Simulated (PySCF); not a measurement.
N, charge +1, triplet. Base run: CCSD(T)/def2-SV(P) (PySCF).

The PySCF input:
```python
from pyscf import gto, scf, cc

mol = gto.M(
    atom='''
N     0.000000    0.000000    0.000000
''',
    basis='def2-sv(p)',
    charge=1,
    spin=2,
    verbose=4,
)

mf = scf.UHF(mol)
mf.kernel()

mycc = cc.CCSD(mf)
mycc.kernel()
et = mycc.ccsd_t()
print('E(CCSD(T)) = %.10f' % (mycc.e_tot + et))
```

The base run was repeated with changes; each row names its change, and settings that it needs were set with it.

```tsv
change	ΔE vs base (kcal/mol)	MP2 correlation (Eh)	CC correlation without the perturbative part (Eh)	basis functions
base	0.000	-0.05590	-0.07703	14
frozen = 1	0.92	-0.05425	-0.07560	14
frozen = 2	44.59	-0.00539	-0.00684	14
cc.diis_space = 3	0.000	-0.05590	-0.07703	14
cc.direct = True	0.000	-0.05590	-0.07703	14
density fitting = JK and correlation	0.003	-0.05590	-0.07704	14
cc.diis_space = 10	0.000	-0.05590	-0.07703	14
method = cisd	0.70	-	-	14
method = ccsd	0.539	-0.05590	-0.07703	14
cc.conv_tol = 1e-5	0.000	-0.05590	-0.07703	14
```

Open shells are given as the SCF converged; they aren't shown to be the lowest states, and a large step between rows can be another state.
